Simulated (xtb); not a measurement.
A run for xtb: GFN2-xTB on GaW, 2S+1 = 6, a spin state set in the input, which need not be the lowest, a point of a bond scan (R = 2.520 Å).

```
$ xtb mol.xyz --gfn 2 --sp --chrg 0 --uhf 5
2

W      0.00000000     0.00000000     0.00000000
Ga     0.00000000     0.00000000     2.52002500
```

Program output:

```
[...]
           -------------------------------------------------
          |                Calculation Setup                |
           -------------------------------------------------



           -------------------------------------------------
          |                 G F N 2 - x T B                 |
           -------------------------------------------------

        Reference                      10.1021/acs.jctc.8b01176
      * Hamiltonian:
        H0-scaling (s, p, d)           1.850000    2.230000    2.230000
        zeta-weighting                 0.500000
      * Dispersion:
        s8                             2.700000
        a1                             0.520000
        a2                             5.000000
        s9                             5.000000
      * Repulsion:
        kExp                           1.500000    1.000000
        rExp                           1.000000
      * Coulomb:
        alpha                          2.000000
        third order                    shell-resolved
        anisotropic                    true
        a3                             3.000000
        a5                             4.000000
        cn-shift                       1.200000
        cn-exp                         4.000000
        max-rad                        5.000000


          ...................................................
          :                      SETUP                      :
          :.................................................:
          :  # basis functions                  20          :
          :  # atomic orbitals                  18          :
          :  # shells                            6          :
          :  # electrons                         9          :
          :  max. iterations                   250          :
          :  Hamiltonian                  GFN2-xTB          :
          :  restarted?                      false          :
          :  GBSA solvation                  false          :
          :  PC potential                    false          :
          :  electronic temp.          300.0000000     K    :
          :  accuracy                    1.0000000          :
          :  -> integral cutoff          0.2500000E+02      :
          :  -> integral neglect         0.1000000E-07      :
          :  -> SCF convergence          0.1000000E-05 Eh   :
          :  -> wf. convergence          0.1000000E-03 e    :
          :  Broyden damping             0.4000000          :
          :  net charge                          0          :
          :  unpaired electrons                  5          :
          ...................................................

 iter      E             dE          RMSdq      gap      omega  full diag
   1     -2.3833113 -0.238331E+01  0.511E+01    4.71       0.0  T
   2      7.4746905  0.985800E+01  0.218E+02    0.43       1.0  T
   3     -3.3470699 -0.108218E+02  0.419E+01    2.21       1.0  T
   4     -3.1814684  0.165601E+00  0.526E+01    1.75       1.0  T
   5     -3.5341200 -0.352652E+00  0.101E+01    3.70       1.0  T
   6     -3.5152381  0.188819E-01  0.120E+01    3.90       1.0  T
   7     -3.5345078 -0.192697E-01  0.618E+00    3.86       1.0  T
   8     -3.5409509 -0.644307E-02  0.223E+00    3.83       1.0  T
   9     -3.5407255  0.225364E-03  0.245E+00    3.85       1.0  T
  10     -3.5416293 -0.903832E-03  0.119E+00    3.83       1.0  T
  11     -3.5419069 -0.277572E-03  0.745E-02    3.84       1.0  T
  12     -3.5418981  0.877732E-05  0.229E-01    3.84       1.0  T
  13     -3.5418998 -0.168936E-05  0.209E-01    3.84       1.0  T
  14     -3.5419043 -0.444373E-05  0.146E-01    3.84       1.0  T
  15     -3.5419076 -0.329519E-05  0.686E-02    3.84       1.0  T
  16     -3.5419084 -0.792433E-06  0.283E-02    3.84       2.5  T
  17     -3.5419084 -0.755242E-07  0.206E-02    3.84       3.4  T
  18     -3.5419085 -0.859103E-07  0.297E-03    3.84      23.8  T
  19     -3.5419085 -0.178908E-08  0.241E-04    3.84     292.9  T
  20     -3.5419085  0.188072E-11  0.256E-04    3.84     276.1  T

   *** convergence criteria satisfied after 20 iterations ***

         #    Occupation            Energy/Eh            Energy/eV
      -------------------------------------------------------------
         1        2.0000           -0.5781028             -15.7310
         2        1.9997           -0.3941878             -10.7264
         3        1.0002           -0.3782819             -10.2936
         4        1.0002           -0.3782819             -10.2936
         5        1.0000           -0.3727056             -10.1418
         6        1.0000           -0.3727056             -10.1418
         7        1.0000           -0.3705192             -10.0823 (HOMO)
         8                         -0.2294102              -6.2426 (LUMO)
         9                         -0.2294102              -6.2426
        10                         -0.1611986              -4.3864
        11                         -0.0722561              -1.9662
        12                         -0.0722561              -1.9662
       ...                                ...                  ...
        18                          2.2708634              61.7933
      -------------------------------------------------------------
                  HL-Gap            0.1411090 Eh            3.8398 eV
             Fermi-level           -0.3432652 Eh           -9.3407 eV

 SCC (total)                   0 d,  0 h,  0 min,  0.004 sec
 SCC setup                      ...        0 min,  0.000 sec (  2.974%)
 Dispersion                     ...        0 min,  0.000 sec (  1.411%)
 classical contributions        ...        0 min,  0.000 sec (  0.683%)
 integral evaluation            ...        0 min,  0.001 sec ( 13.536%)
 iterations                     ...        0 min,  0.002 sec ( 65.260%)
 molecular gradient             ...        0 min,  0.001 sec ( 13.662%)
 printout                       ...        0 min,  0.000 sec (  2.149%)

         :::::::::::::::::::::::::::::::::::::::::::::::::::::
         ::                     SUMMARY                     ::
         :::::::::::::::::::::::::::::::::::::::::::::::::::::
         :: total energy              -3.536467871861 Eh    ::
         :: gradient norm              0.048372561726 Eh/a0 ::
         :: HOMO-LUMO gap              3.839772195478 eV    ::
         ::.................................................::
         :: SCC energy                -3.541908527918 Eh    ::
         :: -> isotropic ES           -0.030464567192 Eh    ::
         :: -> anisotropic ES          0.002500100612 Eh    ::
         :: -> anisotropic XC         -0.000430138410 Eh    ::
         :: -> dispersion             -0.001141326955 Eh    ::
         :: repulsion energy           0.005440656057 Eh    ::
         :: add. restraining           0.000000000000 Eh    ::
         :: total charge              -0.000000000541 e     ::
         :::::::::::::::::::::::::::::::::::::::::::::::::::::

           -------------------------------------------------
          |                Property Printout                |
           -------------------------------------------------

    * Orbital Energies and Occupations

         #    Occupation            Energy/Eh            Energy/eV
      -------------------------------------------------------------
         1        2.0000           -0.5781028             -15.7310
         2        1.9997           -0.3941878             -10.7264
         3        1.0002           -0.3782819             -10.2936
         4        1.0002           -0.3782819             -10.2936
         5        1.0000           -0.3727056             -10.1418
         6        1.0000           -0.3727056             -10.1418
         7        1.0000           -0.3705192             -10.0823 (HOMO)
Note: The following floating-point exceptions are signalling: IEEE_UNDERFLOW_FLAG IEEE_DENORMAL
normal termination of xtb
         8                         -0.2294102              -6.2426 (LUMO)
         9                         -0.2294102              -6.2426
        10                         -0.1611986              -4.3864
        11                         -0.0722561              -1.9662
        12                         -0.0722561              -1.9662
        13                         -0.0563482              -1.5333
        14                         -0.0563482              -1.5333
        15                          0.0885964               2.4108
        16                          0.3148592               8.5678
        17                          0.3148594               8.5678
        18                          2.2708634              61.7933
      -------------------------------------------------------------
                  HL-Gap            0.1411090 Eh            3.8398 eV
             Fermi-level           -0.3432652 Eh           -9.3407 eV

     #   Z          covCN         q      C6AA      α(0)
     1  74 W        0.885    -0.489   870.367    72.121
     2  31 Ga       0.885     0.489   312.603    45.216

 Mol. C6AA /au·bohr⁶  :       2218.206903
 Mol. C8AA /au·bohr⁸  :     314649.074796
 Mol. α(0) /au        :        117.336749


Wiberg/Mayer (AO) data.
largest (>0.10) Wiberg bond orders for each atom

 ---------------------------------------------------------------------------
     #   Z sym  total        # sym  WBO       # sym  WBO       # sym  WBO
 ---------------------------------------------------------------------------
     1  74 W    1.320 --     2 Ga   1.320
     2  31 Ga   1.320 --     1 W    1.320
 ---------------------------------------------------------------------------

Topologies differ in total number of bonds
Writing topology from bond orders to xtbtopo.mol

molecular dipole:
                 x           y           z       tot (Debye)
 q only:        0.000       0.000       2.329
   full:       -0.000      -0.000       2.386       6.064
molecular quadrupole (traceless):
                xx          xy          yy          xz          yz          zz
 q only:       -5.545       0.000      -5.545       0.000       0.000      11.090
  q+dip:       -7.189       0.000      -7.189       0.000       0.000      14.378
   full:       -5.267       0.000      -5.267       0.000       0.000      10.533


           -------------------------------------------------
          | TOTAL ENERGY               -3.536467871861 Eh   |
          | GRADIENT NORM               0.048372561726 Eh/α |
          | HOMO-LUMO GAP               3.839772195478 eV   |
           -------------------------------------------------

------------------------------------------------------------------------
------------------------------------------------------------------------
 total:
 SCF:
```

The run finished.

Cost: roughly 0.06 core-seconds.
